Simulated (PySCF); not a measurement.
SnS⁺: energy against distance

Set-up: basis Sn def2-SVP with ECP28, S def2-SVP; scalar-relativistic core potentials; PySCF 2.14. Energies in eV from Sn⁺ + S in their ground configurations at the same level. All curves are PBE0. state 1: ²Π (doublet), unpaired electrons π ↑; state 2: ²Σ⁺ (doublet), unpaired electrons σ ↑, a second solution, started from another occupation; state 3: ⁴Π (quartet), unpaired electrons π ↑↑↑, a second solution, started from another occupation.

```csv
R (Å),state 1,state 2,state 3
2.067,-1.906,-2.181,2.561
2.164,-2.566,-2.461,1.395
2.260,-2.924,-2.514,0.558
2.332,-3.049,-2.452,0.093
2.404,-3.080,-2.332,-0.262
2.476,-3.042,-2.170,-0.529
2.572,-2.909,-1.913,-0.779
2.692,-2.659,-1.559,-0.965
2.837,-2.292,-1.138,-1.060
3.029,-1.785,-0.654,-1.060
```

Problem. Put a parabola through the three lowest points of the state 1 curve and estimate Re, k and ωe (reduced mass 25.24 u; 1 eV/Å² = 0.16022 mdyn/Å; ωe = 1302.8·√(k/μ) cm⁻¹).

Solution. Through R = 2.332, 2.404, 2.476 Å the second-order coefficient is 6.66 eV/Å², so Re ≈ 2.400 Å, k ≈ 2.13 mdyn/Å and ωe ≈ 379 cm⁻¹. A polynomial fit of higher order to the unrounded PBE0 energies gives Re = 2.397 Å, k = 2.22 mdyn/Å, ωe = 387 cm⁻¹; anharmonicity and rounding make the difference.

The higher-order fit for each curve: state 1: Re = 2.397 Å, ωe = 387 cm⁻¹, De = 3.08 eV; state 2: Re = 2.239 Å, ωe = 432 cm⁻¹, minimum 2.52 eV below the ground-state fragments; state 3: Re = 2.926 Å, ωe = 179 cm⁻¹, minimum 1.07 eV below the ground-state fragments.

⟨S²⟩ of the unrestricted solution departs from its pure value on part of the curve, where spin states mix. Spin–orbit coupling is left out, which matters for elements this heavy, above all for dissociation energies. For an ion De counts to the pair picked by the measured ionisation energies or electron affinities, which need not be the lowest pair at this level. The state was picked by a PBE0 search and need not be the measured ground state.
